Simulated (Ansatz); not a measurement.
Stepwise reaction of `[AlH2][Cl]` with ammonia, as a gas-phase model of exchange steps in deposition or etching. ΔE in kJ/mol; ΔG adds harmonic PBE0-D4 terms to CCSD(T)/CBS, at 1 bar.

Gas-phase electronic energies from Ansatz, PBE0-D4/def2-TZVP geometries. CCSD(T)/CBS is the MP2 limit (def2-TZVPP, def2-QZVPP) plus CCSD(T) − MP2 in def2-TZVPP, frozen cores. This one scheme is used for every species. DFT in def2-TZVPP. B3LYP here is the variant with VWN-RPA as its local correlation; programs differ in this. One conformer a species, not always the lowest.

```tsv
step	reaction	PBE-D4	B3LYP-D4	ωB97M-V	CCSD(T)/CBS	ΔG(600 K)
2	`[NH2][AlH][Cl]` + NH₃ → `[NH2][Al]([NH2])[Cl]` + H₂	-59.7	-64.9	-63.4	-65.9	-62.5
```

Q: Give the row of step 1, `[AlH2][Cl]` + NH₃ → `[NH2][AlH][Cl]` + H₂. (An estimate is asked.)

A: Ansatz gave: 
```
step                                    reaction  PBE-D4  B3LYP-D4  ωB97M-V  CCSD(T)/CBS  ΔG(600 K)
   1  `[AlH2][Cl]` + NH₃ → `[NH2][AlH][Cl]` + H₂   -78.5     -81.1    -80.0        -81.2      -80.8
```

Q: By hand: ΔE of the 2 steps together at CCSD(T)/CBS.

A: (-81.2) + (-65.9) = -147.1 kJ/mol, or -73.6 kJ/mol a step.

In ΔE each step is higher than the one before. All are downhill at CCSD(T)/CBS. ΔG lies between -80.8 and -62.5 kJ/mol a step. PBE-D4 differs from CCSD(T)/CBS by 2.7 to 6.2 kJ/mol a step. Isolated molecules leave out the surface, adducts and barriers. Largest T1 diagnostic: 0.009.
